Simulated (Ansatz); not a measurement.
Relaxation of ClFH$_{3}$NOTi (8 atoms, charge 0, multiplicity 1), to a largest force component of 0.02 eV/Å in at most 40 steps.

Computed with RKS PBE-D4/def2-SVP (Ansatz).

```xyz
8
Properties=species:S:1:pos:R:3:forces:R:3
Ti 0.000 0.000 0.000 0.63 0.23 0.75
N 0.000 0.000 2.060 0.12 -0.06 -2.40
H -0.877 -0.271 2.590 1.38 0.51 -0.31
H 0.877 0.271 2.590 -1.42 -0.49 -0.29
O 1.811 0.000 -0.639 -2.17 -1.21 0.86
H 2.127 -0.952 -0.756 -0.29 1.19 0.10
F -0.862 1.493 -0.609 0.91 -1.58 0.66
Cl -1.116 -1.934 -0.789 0.84 1.41 0.63
```

Task: Where does it end, and by what steps?

Result: The forces met the threshold. The force dipped under the threshold on the way, but the program's further checks kept it going. After 30 steps the energy has fallen by 0.962 eV; H6 moved furthest, 0.83 Å.

```csv
step,energy less start (eV),largest force component (eV/Å),accepted
0,0.0000,2.403,yes
2,-0.8963,0.459,yes
4,-0.9415,0.179,yes
6,-0.8326,1.717,no
8,-0.9512,0.076,yes
10,-0.9537,0.035,yes
12,-0.9540,0.038,yes
14,-0.9549,0.074,yes
16,-0.9559,0.123,yes
18,-0.9575,0.037,yes
20,-0.9581,0.045,yes
22,-0.9606,0.031,yes
24,-0.9600,0.319,no
26,-0.9607,0.253,no
28,-0.9618,0.040,yes
30,-0.9619,0.009,yes
```

```xyz
8
Properties=species:S:1:pos:R:3
Ti 0.020 -0.166 0.094
N -0.032 0.010 1.946
H -0.857 0.315 2.475
H 0.730 -0.249 2.582
O 1.720 -0.398 -0.357
H 2.292 -0.224 -1.124
F -0.724 1.251 -0.635
Cl -1.190 -1.931 -0.535
```

Whether the end is a true minimum wasn't checked by a vibrational analysis.

Run time: 42 s on 2 threads of Intel(R) Xeon(R) 6975P-C (Granite Rapids), with other jobs on the host, peak memory 0.2 GiB.
